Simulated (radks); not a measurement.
Values are calculated unless marked as measured or tabulated.
Question: The mean radii <r> (bohr) of the occupied orbitals of an atom or ion are listed with their occupations. Code: a radial shooting solver on a logarithmic mesh with Libxc functionals. Model: scalar-relativistic Kohn-Sham, BLYP, spin-polarised, spherical densities, point nucleus.

| orbital | occ. | <r> |
|---|---|---|
| 1s up | 1 | 0.04072 |

Name the element and its charge. Open shells, if any, are filled with parallel spins first.

Answer: Z = 36, krypton, charge +35: Kr35+ in 1s1. The 1s radius gives Z: for a bare nucleus <r> = (2 gamma + 1)/(2Z) with gamma = sqrt(1 - (Z/c)^2), 0.04069 bohr for Z = 36, and the self-interaction of the functional makes it slightly larger (0.04072 here). The occupations add up to 1, and the charge is Z minus that.
